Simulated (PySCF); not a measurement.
Can point charges reproduce the dipole moment of `C=C(/C=C/C)C(=C)C(F)(F)F`?

Coordinates (PBE0-D3(BJ)/def2-SVP, Å) and charges (e) from the PBE0/pcSseg-1 density (PySCF):

```json
{"atom": "C1", "x": "0.921", "y": "-1.474", "z": "-1.665", "Mulliken": "-0.0258", "IAO": "-0.3032", "Hirshfeld": "-0.0981", "ESP-fitted": "-0.4794"}
{"atom": "C2", "x": "0.427", "y": "-0.584", "z": "-0.787", "Mulliken": "-0.2209", "IAO": "-0.0018", "Hirshfeld": "-0.0068", "ESP-fitted": "+0.2173"}
{"atom": "C3", "x": "1.121", "y": "-0.273", "z": "0.462", "Mulliken": "-0.0412", "IAO": "-0.1601", "Hirshfeld": "-0.0611", "ESP-fitted": "-0.4092"}
{"atom": "C4", "x": "0.694", "y": "0.575", "z": "1.411", "Mulliken": "-0.2010", "IAO": "-0.1228", "Hirshfeld": "-0.0346", "ESP-fitted": "+0.1216"}
{"atom": "C5", "x": "1.416", "y": "0.865", "z": "2.681", "Mulliken": "-0.2214", "IAO": "-0.4138", "Hirshfeld": "-0.1110", "ESP-fitted": "-0.4819"}
{"atom": "C6", "x": "-0.871", "y": "0.094", "z": "-1.071", "Mulliken": "-0.5190", "IAO": "-0.0516", "Hirshfeld": "-0.0228", "ESP-fitted": "-0.1129"}
{"atom": "C7", "x": "-0.973", "y": "1.346", "z": "-1.519", "Mulliken": "+0.0082", "IAO": "-0.2741", "Hirshfeld": "-0.0761", "ESP-fitted": "-0.3683"}
{"atom": "C8", "x": "-2.108", "y": "-0.724", "z": "-0.807", "Mulliken": "+0.9411", "IAO": "+0.8041", "Hirshfeld": "+0.2549", "ESP-fitted": "+0.6086"}
{"atom": "F9", "x": "-3.232", "y": "-0.032", "z": "-1.008", "Mulliken": "-0.2687", "IAO": "-0.2797", "Hirshfeld": "-0.0819", "ESP-fitted": "-0.1960"}
{"atom": "F10", "x": "-2.159", "y": "-1.802", "z": "-1.600", "Mulliken": "-0.2669", "IAO": "-0.2813", "Hirshfeld": "-0.0916", "ESP-fitted": "-0.1979"}
{"atom": "F11", "x": "-2.128", "y": "-1.164", "z": "0.455", "Mulliken": "-0.2636", "IAO": "-0.2797", "Hirshfeld": "-0.0926", "ESP-fitted": "-0.2042"}
{"atom": "H12", "x": "1.865", "y": "-1.989", "z": "-1.467", "Mulliken": "+0.1149", "IAO": "+0.1483", "Hirshfeld": "+0.0494", "ESP-fitted": "+0.1886"}
{"atom": "H13", "x": "0.395", "y": "-1.715", "z": "-2.591", "Mulliken": "+0.1196", "IAO": "+0.1580", "Hirshfeld": "+0.0433", "ESP-fitted": "+0.1976"}
{"atom": "H14", "x": "2.069", "y": "-0.804", "z": "0.611", "Mulliken": "+0.0876", "IAO": "+0.1386", "Hirshfeld": "+0.0452", "ESP-fitted": "+0.2037"}
{"atom": "H15", "x": "-0.259", "y": "1.095", "z": "1.257", "Mulliken": "+0.1144", "IAO": "+0.1421", "Hirshfeld": "+0.0331", "ESP-fitted": "+0.1016"}
{"atom": "H16", "x": "0.794", "y": "0.609", "z": "3.556", "Mulliken": "+0.1348", "IAO": "+0.1532", "Hirshfeld": "+0.0494", "ESP-fitted": "+0.1478"}
{"atom": "H17", "x": "2.359", "y": "0.305", "z": "2.756", "Mulliken": "+0.1172", "IAO": "+0.1424", "Hirshfeld": "+0.0460", "ESP-fitted": "+0.1448"}
{"atom": "H18", "x": "1.646", "y": "1.940", "z": "2.771", "Mulliken": "+0.1303", "IAO": "+0.1505", "Hirshfeld": "+0.0475", "ESP-fitted": "+0.1390"}
{"atom": "H19", "x": "-1.946", "y": "1.802", "z": "-1.711", "Mulliken": "+0.1308", "IAO": "+0.1659", "Hirshfeld": "+0.0495", "ESP-fitted": "+0.1882"}
{"atom": "H20", "x": "-0.076", "y": "1.942", "z": "-1.704", "Mulliken": "+0.1294", "IAO": "+0.1651", "Hirshfeld": "+0.0586", "ESP-fitted": "+0.1909"}
```

Q: What dipole does each set of charges give (1 e·Å = 4.803 D), and what does the density give?

A: The full density gives (1.86, 1.64, 0.24) D, 2.49 D in size; dipole vectors point from the negative to the positive end.

```csv
scheme,μx,μy,μz,size (D),share of the full size (%),angle to the full dipole (°)
Mulliken,2.86,2.05,0.58,3.57,143,7
IAO,2.65,2.28,0.01,3.50,140,5
Hirshfeld,0.92,0.97,0.24,1.36,55,7
ESP-fitted,1.90,1.66,0.26,2.54,102,0
```

Q: Which set comes closest?

A: Length of the difference vector: ESP-fitted 0.05 D, IAO 1.04 D, Mulliken 1.13 D, Hirshfeld 1.15 D. Closest: ESP-fitted. ESP charges are fitted to the potential around the molecule, whose slowest-falling term is the dipole's. The schemes that divide the density aren't constrained to reproduce the dipole.

Q: What is left for the Hirshfeld atoms' own dipoles?

A: The shares of the density sum to the whole, so what Σ q r misses lies in dipoles about the nuclei. The atomic dipoles sum to (1.86, 1.64, 0.24) − (0.92, 0.97, 0.24) = (0.94, 0.67, 0.00) D, 1.15 D in size.

Q: With the origin at the mean of the coordinates, (-0.002, 0.000, 0.001) Å, which are the largest single terms, by size, of the Hirshfeld dipole along the direction of the full one?

A: C8 -2.60, F10 +1.30, F11 +1.03, C5 -1.01, F9 +0.99 D; all 20 atoms together +1.35 D. The single terms depend on the origin, their sum doesn't.

Q: Give the size of the full dipole in other units.

A: 2.49 D = 0.980 au = 0.518 e·Å = 8.31 × 10⁻³⁰ C·m.

One conformer (not necessarily the lowest) at the PBE0-D3(BJ)/def2-SVP geometry, without solvent, vibrations or thermal averaging.

Conformer computed: `[CH2:1]=[C:2](/[CH:3]=[CH:4]/[CH3:5])[C:6](=[CH2:7])[C:8]([F:9])([F:10])[F:11]`: C1–C2–C3–C4 -178°, C1–C2–C6–C7 -102°, C2–C6–C8–F9 176°.
